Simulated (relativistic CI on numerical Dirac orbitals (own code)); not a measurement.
## One change at a time: Fe¹²⁺

Base calculation: Dirac-Coulomb-Breit CI, KLI orbitals optimised for each configuration, model QED, unscaled Slater integrals.

Configuration list (outside the closed core [Ne]): 3s2 3p2, 3s 3p3, 3s2 3p 3d, 3p4, 3s 3p2 3d, 3p3 3d, 3s 3p 3d2, 3s2 3p 4s, 3s2 3d 4p, 3s2 3p 4p, 3p3 4s, 3p3 4p, 3s 3p 3d 4s, 3s2 3d2, 3s 3d3, 3p2 3d2, 3p 3d3, 3p 3d2 4s, 3p 3d2 4p, 3s2 3d 4s, 3s 3d2 4s. Double excitations out of closed p, d and f shells are left out; levels of such configurations are missing from the list, as are those of other unlisted configurations, and high levels can miss mixing partners.

The lowest level and the first level of each name with at least 55 % of one term (blank where a level has no safe partner in the second run):

| Level | Base (cm⁻¹) | Shift (cm⁻¹) |
| --- | --- | --- |
| 3s2 3p2 3P_0 | 0 | 0 |
| 3s2 3p2 3P_1 | 9099 | +316 |
| 3s2 3p2 3P_2 | 18561 | +589 |
| 3s2 3p2 1D_2 | 50507 | +679 |
| 3s2 3p2 1S_0 | 95160 | +619 |
| 3s 3p3 5S°_2 | 210173 | +318 |
| 3s 3p3 3D°_1 | 287169 | +301 |
| 3s 3p3 3D°_2 | 287324 | +334 |
| 3s 3p3 3D°_3 | 290090 | +592 |
| 3s 3p3 3P°_0 | 330350 | +372 |
| 3s 3p3 3P°_1 | 331037 | +483 |
| 3s 3p3 3P°_2 | 331614 | +555 |
| 3s 3p3 3S°_1 | 423542 | +233 |
| 3s2 3p 3d 3F°_2 | 434948 | +923 |
| 3s2 3p 3d 3F°_3 | 441657 | +1235 |
| 3s 3p3 1P°_1 | 447179 | +675 |
| 3s2 3p 3d 3F°_4 | 451597 | +1635 |
| 3s2 3p 3d 3P°_1 | 503268 | +983 |
| 3s2 3p 3d 3P°_0 | 509090 | +1149 |
| 3s2 3p 3d 3D°_1 | 515582 | +1151 |
| 3s2 3p 3d 3D°_2 | 518504 | +1299 |
| 3s2 3p 3d 3D°_3 | 518719 | +1392 |

At this charge energies of transitions that change n are usually good to better than 1 %, and those within a shell (Δn = 0) to a few per cent.

(1) One thing was changed in a second run, which moved the levels as shown. Which?
A. QED terms removed
B. configuration mixing switched off
C. Breit term removed
D. one mean potential for all configurations

## Answers

(1) C. Breit term removed. The Breit term mainly narrows fine-structure intervals, so removing it widens them.

LS names give the leading component of a level, which can be under half, so a name can repeat, a term be missing and a line seem to break the LS rules.
